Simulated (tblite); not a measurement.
C4H9O3Si (doublet state).
Bonds: C1–C2, C2–O3, O3–C4, C4–O5 (double), C4–C6, C6–O7, O7–Si8. Hydrogens: H9, H10, H11 on C1; H12, H13 on C2; H14 on C6; H15, H16, H17 on Si8.
Bond orders are those of one Lewis drawing.

Computed with GFN2-xTB (tblite), gas phase: L-BFGS steps from a force-field or distance-geometry start until the largest atomic force falls under 0.01 eV/Å.

Step 47: E = -737.4257 eV
```
atom  x, y, z in Å  |  force x, y, z in eV/Å
C1     -2.3542    0.7415    0.0446    0.012   0.151   0.066
C2     -2.0829   -0.5935   -0.6323   -0.081   0.061   0.010
O3     -0.9216   -1.2513   -0.1389    0.035   0.012   0.139
C4      0.2495   -0.5989   -0.0703   -0.091   0.040  -0.177
O5      0.4940    0.5269   -0.5282   -0.071  -0.236   0.091
C6      1.2618   -1.3357    0.5849   -0.023   0.135  -0.093
O7      2.4174   -0.7597    0.7168    0.165   0.062   0.229
Si8     2.8026    0.7913    0.1863    0.110  -0.087   0.051
H9     -1.6004    1.4704   -0.2409    0.030  -0.010  -0.010
H10    -2.3299    0.6319    1.1265   -0.012  -0.069   0.019
H11    -3.3278    1.1289   -0.2406   -0.047  -0.105  -0.074
H12    -2.8745   -1.3147   -0.4206   -0.111   0.017  -0.014
H13    -2.0001   -0.4689   -1.7147    0.064   0.087  -0.103
H14     1.1137   -2.3361    0.9532    0.063  -0.047   0.057
H15     2.1084    1.9767    0.6846   -0.048  -0.172  -0.010
H16     2.9583    0.6653   -1.2571    0.087   0.124   0.051
H17     4.0785    0.7381    0.9368   -0.082   0.036  -0.233
```

Step 48: E = -737.4367 eV
```
atom  x, y, z in Å  |  force x, y, z in eV/Å
C1     -2.3577    0.7413    0.0374    0.005   0.124   0.118
C2     -2.0802   -0.5900   -0.6406   -0.044   0.106  -0.006
O3     -0.9218   -1.2468   -0.1372   -0.125  -0.162   0.201
C4      0.2455   -0.5992   -0.0526    0.037  -0.004  -0.211
O5      0.4935    0.5186   -0.5210   -0.037  -0.050   0.045
C6      1.2599   -1.3313    0.6085    0.058   0.191  -0.116
O7      2.4215   -0.7568    0.7231    0.061   0.009   0.203
Si8     2.8096    0.7861    0.1768   -0.024  -0.161   0.034
H9     -1.5954    1.4705   -0.2183    0.005   0.033  -0.139
H10    -2.3348    0.6217    1.1137   -0.067  -0.102   0.214
H11    -3.3336    1.1244   -0.2456    0.007  -0.059  -0.101
H12    -2.8767   -1.3096   -0.4457   -0.092  -0.007   0.017
H13    -1.9887   -0.4547   -1.7185    0.103   0.066  -0.194
H14     1.1235   -2.3303    0.9810    0.025  -0.078   0.073
H15     2.1084    1.9492    0.6937   -0.099  -0.022   0.051
H16     2.9324    0.6863   -1.2670    0.109   0.085  -0.033
H17     4.0874    0.7325    0.9020    0.079   0.031  -0.156
```

Step 49: E = -737.4453 eV
```
atom  x, y, z in Å  |  force x, y, z in eV/Å
C1     -2.3600    0.7402    0.0365    0.005   0.044   0.145
C2     -2.0749   -0.5846   -0.6549   -0.004   0.094  -0.023
O3     -0.9207   -1.2439   -0.1386   -0.108  -0.138   0.188
C4      0.2461   -0.5955   -0.0328   -0.004  -0.136  -0.157
O5      0.5001    0.5239   -0.4901   -0.064   0.080  -0.047
C6      1.2585   -1.3249    0.6340    0.048   0.027  -0.076
O7      2.4237   -0.7556    0.7398    0.028   0.036   0.170
Si8     2.8055    0.7792    0.1647   -0.066  -0.079  -0.011
H9     -1.5872    1.4699   -0.1934   -0.080   0.004  -0.147
H10    -2.3532    0.6010    1.1130   -0.090  -0.078   0.136
H11    -3.3345    1.1197   -0.2597    0.072  -0.013  -0.070
H12    -2.8755   -1.3097   -0.4791   -0.002   0.071  -0.001
H13    -1.9667   -0.4356   -1.7328    0.097   0.041  -0.080
H14     1.1261   -2.3257    1.0121    0.014   0.015   0.032
H15     2.1168    1.9417    0.7097   -0.046  -0.067   0.029
H16     2.8838    0.6869   -1.2881    0.127   0.075   0.075
H17     4.1051    0.7251    0.8497    0.074   0.023  -0.164
```

Q: Estimate the geometry and energy of step 50. (The exact step hangs on the optimiser's Hessian estimate; all steps are aligned on step 49, rigid shifts and turns removed.)

A: E = -737.4552 eV, largest force 0.214 eV/Å
```
atom  x, y, z in Å  |  force x, y, z in eV/Å
C1     -2.3605    0.7440    0.0388   -0.032  -0.099   0.077
C2     -2.0757   -0.5792   -0.6599    0.064   0.024  -0.011
O3     -0.9254   -1.2432   -0.1308   -0.146  -0.113   0.109
C4      0.2433   -0.5984   -0.0323    0.063  -0.194  -0.031
O5      0.4977    0.5197   -0.4883   -0.060   0.162  -0.126
C6      1.2583   -1.3205    0.6421    0.029  -0.154  -0.026
O7      2.4251   -0.7529    0.7500   -0.045   0.020   0.117
Si8     2.8081    0.7724    0.1612   -0.132   0.016  -0.022
H9     -1.5850    1.4704   -0.1881   -0.097   0.038  -0.134
H10    -2.3569    0.5935    1.1147   -0.102  -0.043   0.098
H11    -3.3367    1.1128   -0.2661    0.095   0.052  -0.025
H12    -2.8787   -1.3064   -0.4892    0.050   0.134  -0.036
H13    -1.9553   -0.4267   -1.7401    0.077   0.018   0.060
H14     1.1329   -2.3239    1.0273   -0.006   0.132  -0.018
H15     2.1138    1.9266    0.7159   -0.036  -0.050   0.038
H16     2.8766    0.7010   -1.2916    0.118   0.043   0.043
H17     4.1115    0.7228    0.8263    0.160   0.014  -0.112
```

The energy changes by -0.0099 eV. The first-order estimate −F·Δx gives -0.0138 eV and the mean of the old and new forces, exact on a quadratic surface, -0.0099 eV. The step makes an angle of 63° with the force vector and moves no atom by more than 0.024 Å.

The cost below is that of the whole relaxation. Time: 0.72 s wall. Hardware: an Arm Neoverse V2 with one thread, on a shared host.
